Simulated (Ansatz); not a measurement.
`FC(F)(F)[Si](F)(F)F` at its PBE0-D4/def2-TZVP geometry, where that method's forces vanish. Total charge 0; spin multiplicity 1.

| atom | x (Å) | y (Å) | z (Å) |
| --- | --- | --- | --- |
| F1 | -0.542 | -0.280 | 1.816 |
| C2 | -0.690 | 0.290 | 0.613 |
| F3 | -0.659 | 1.618 | 0.786 |
| F4 | -1.909 | -0.031 | 0.159 |
| Si5 | 0.674 | -0.283 | -0.598 |
| F6 | 0.597 | -1.838 | -0.763 |
| F7 | 0.454 | 0.406 | -1.987 |
| F8 | 2.074 | 0.118 | -0.026 |

(1) For each bond, give half the difference of the two atoms' forces along it (eV/Å; positive pushes the atoms apart) under PBE-D4, r2SCAN-D4, B3LYP-D4, ωB97M-V in def2-TZVPP. (Best estimate.)

## Answers

(1) Ansatz gave: 
| bond | length (Å) | PBE-D4 | r2SCAN-D4 | B3LYP-D4 | ωB97M-V |
| --- | --- | --- | --- | --- | --- |
| F1–C2 | 1.340 | 0.60 | 0.33 | 0.31 | 0.21 |
| C2–F3 | 1.340 | 0.60 | 0.33 | 0.31 | 0.21 |
| C2–F4 | 1.340 | 0.60 | 0.33 | 0.30 | 0.21 |
| C2–Si5 | 1.912 | -0.59 | -0.35 | -0.28 | -0.32 |
| Si5–F6 | 1.565 | 0.48 | 0.07 | 0.13 | 0.11 |
| Si5–F7 | 1.565 | 0.48 | 0.07 | 0.13 | 0.11 |
| Si5–F8 | 1.565 | 0.48 | 0.07 | 0.13 | 0.11 |

B3LYP here is the variant with VWN-RPA as its local correlation; programs differ in this.
